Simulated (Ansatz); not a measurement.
Input for Ansatz (a program for electronic structure): R-RI-MP2/cc-pVQZ on CH6BNO (SMILES CNBO), a point of a torsion scan. Files ending in .json are basis or fitting sets from the Basis Set Exchange.

Ansatz 0.2 input:
```yaml
crystal:
  periodic: [false, false, false]
  atoms:
    - {symbol: C, position_ang: [-0.98999688, 0.65870433, 0.00403621]}
    - {symbol: N, position_ang: [-0.52715312, -0.69737552, 0.23196057]}
    - {symbol: B, position_ang: [0.06784862, -1.15138611, 1.40865491]}
    - {symbol: O, position_ang: [0.22377535, -0.26239463, 2.42873969]}
    - {symbol: H, position_ang: [-0.16121758, 1.36430233, 0.09577633]}
    - {symbol: H, position_ang: [-1.74172227, 0.93154554, 0.74774523]}
    - {symbol: H, position_ang: [-1.42518390, 0.75090869, -0.98900727]}
    - {symbol: H, position_ang: [-0.65733727, -1.31664649, -0.54869920]}
    - {symbol: H, position_ang: [0.41065768, -2.27886096, 1.47976309]}
    - {symbol: H, position_ang: [0.63308068, -0.62013845, 3.21290226]}
basis:
  gaussian:
    orbitals: cc-pVQZ
    fitting: {mean_field: def2-universal-JKFIT, correlation: cc-pVQZ-RIFIT.json}
magnetization: {spin_polarized: false}
correlation: {method: mp2, electrons: outside_noble_gas}
scf: {lower_state_search: off}
```

The head of its log:

```
WARN ansatz: RAYON_NUM_THREADS=1 ignored (pool sized by the plan → 1); use --threads N
Functional definition: HF
these checks for a lower state are left out or cut short: stability, starts, cluster_reference, orbital_swaps, neighbouring_geometries, increment
integrals: 0.54 GiB planned
412 factors; integrals over basis functions are off by at most 4.1e0 eV
mean field: 0.84 GiB planned
mean field evaluation 1: about -5316.6862 eV, gradient 4.5e1 eV
mean field evaluation 2: about -5319.6638 eV, gradient 2.6e1 eV
mean field evaluation 4: about -5320.8097 eV, gradient 7.0e-1 eV
mean field -5320.81138882 eV, -195.5362119638 hartree, gradient 1.8e-6 eV, S^2 0.000000; 0 other end points of the search recorded, 0 dependent functions left out
4 core orbitals not correlated
858 factors; their error is unknown
reference -5320.81138882 eV, -195.5362119638 hartree; 12, 12 occupied and 384, 384 virtual orbitals, 858 factors
```

Q: What total energy does the run end on?

A: -196.3211 hartree.
